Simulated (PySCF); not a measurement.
A GIAO shielding run with PySCF 2.14 (density fitting, non-relativistic, gas phase) on `[AlH2-]([O+](C)CF)[Cl]`, C₂H₇AlClFO:

```
$ OMP_NUM_THREADS=1 python probes_run.py task.json out

{"job": {"kind": "nmr", "xc": "PBE0", "basis": "STO-3G", "pop": true}, "charge": 0, "multiplicity": 1}
C     -0.047004     1.503658    -0.117684
O     -0.104226     0.074756    -0.021585
C     -1.387679    -0.475649    -0.017055
F     -2.025006    -0.153747     1.125834
Al     1.452456    -1.202886     0.096937
Cl     3.047712     0.233843     0.089356
H     -0.464556     1.818174    -1.086104
H     -0.612015     1.945147     0.713337
H      1.012430     1.775342    -0.053260
H     -1.264421    -1.567414    -0.088038
H     -1.960595    -0.078766    -0.872264
H      1.224012    -1.988458    -1.269267
H      1.136043    -1.900828     1.488274
```

Hardware: 1 thread of an Arm Neoverse V1, shared host. The job also computes population analyses, field gradients.

Q: How large is the calculation?

A: 66 electrons, 45 basis functions and 686 auxiliary functions.

Q: How long does it take, and how much memory does it need?

A: 4 s of wall time, with 11 SCF cycles and 4 response iterations; peak memory 0.41 GiB. Times on a shared host scatter by some tens of per cent.

Q: And these other runs on the same molecule and hardware: GIAO shielding at B97-2/pcSseg-1; GIAO shielding at BHandHLYP/pcSseg-1; GIAO shielding at CAM-B3LYP/pcSseg-1; GIAO shielding at LC-wPBE/pcSseg-1; GIAO shielding at PBE0/6-31G; GIAO shielding at PBE0/pcSseg-1?

A: B97-2/pcSseg-1: 151 functions, 12 s; BHandHLYP/pcSseg-1: 151 functions, 12 s; CAM-B3LYP/pcSseg-1: 151 functions, 18 s; LC-wPBE/pcSseg-1: 151 functions, 25 s; PBE0/6-31G: 76 functions, 8 s; PBE0/pcSseg-1: 151 functions, 13 s.
